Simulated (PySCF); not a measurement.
Electron correlation in Cu³⁺ (copper, charge +3)

[Ar] 3d8, high-spin 3F determinant. All numbers are calculated (PySCF 2.14, the non-relativistic Hamiltonian (point nucleus), in dyall-av2z (16s12p7d2f, 101 functions)). Frozen: [Ar]; 8 electrons correlated; the 33 highest virtual orbitals of each spin left out.

```
  level  correlation energy (mhartree)
   CCSD                        -201.45
    (T)                          -2.11
CCSD(T)                        -203.56
```

Diagnostics: T1 = 0.0042, D1 = 0.0061, largest double amplitude 0.015.

Cost of the coupled-cluster step: roughly 5 core-seconds, for 8 correlated electrons.
